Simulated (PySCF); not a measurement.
# Correlation energy of F²⁺ (fluorine, charge +2)

[He] 2s2 2p3, high-spin 4S determinant. Computed with PySCF 2.14 in x2c-SVPall, with scalar relativity by spin-free X2C-1e. Frozen: 1s2; 5 electrons correlated.

MP2 pair energies summed by pair of shells (mhartree):

```csv
pair,energy,share (%)
2s-2p,-43.81,68.2
2p-2p,-14.12,22.0
2s-2s,-6.31,9.8
```

Total MP2 correlation energy: -64.24 mhartree.

Same-spin part -16.16 and opposite-spin part -48.09 mhartree; SCS-MP2 scales them by 1/3 and 6/5 to -63.09 mhartree.

```tsv
level	correlation energy (mhartree)
CCSD	-78.34
(T)	-0.39
CCSD(T)	-78.73
```

Diagnostics: T1 = 0.0031, D1 = 0.0051, largest double amplitude 0.034.

Problem. Is a single reference adequate?

Solution. Yes: T1 lies below 0.03 and no double amplitude reaches 0.07.
